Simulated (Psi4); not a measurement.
A dimer, H4Ge ··· H2Se (SMILES [GeH4] and [SeH2]); the first 5 atoms form monomer A.

```
8

Ge     0.0000     0.0000     0.0000
H     -0.8434    -0.6033    -1.1330
H      0.1849     1.5049    -0.2449
H      1.3740    -0.6854     0.0362
H     -0.7155    -0.2163     1.3417
Se    -0.8408     4.3030     0.1562
H     -1.5739     5.4947     0.6084
H     -1.6496     3.4350     1.0247
```

What interaction energy does SAPT0/jun-cc-pVDZ, frozen core in Psi4 1.11 give, and which attractive term is the largest?

Total -0.20 kcal/mol: electrostatics -0.69, exchange 1.82, induction -0.28, dispersion -1.04. The most attractive term is dispersion.
